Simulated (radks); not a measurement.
Removal energies from the bismuth ion Bi6+, [Xe] 4f14 5d9, by Delta-SCF beside the eigenvalue of the level emptied. Method: scalar-relativistic Kohn-Sham, BLYP, spin-polarised, spherical densities, finite nucleus; Fermi nuclear charge, rms radius of each element as measured or else 0.836 A^(1/3) + 0.57 fm; computed with a radial shooting solver on a logarithmic mesh with Libxc functionals. Open shells are filled with parallel spins first.

| removed from | final configuration | Delta-SCF (eV) | -eigenvalue (eV) |
|---|---|---|---|
| 5d | [Xe] 4f14 5d8 | 106.41 | 97.612 |
| 5p | [Kr] 4d10 4f14 5s2 5p5 5d9 | 178.67 | 168.56 |
| 5s | [Kr] 4d10 4f14 5s1 5p6 5d9 | 242.07 | 231.12 |
| 4f | [Xe] 4f13 5d9 | 244.72 | 227.39 |
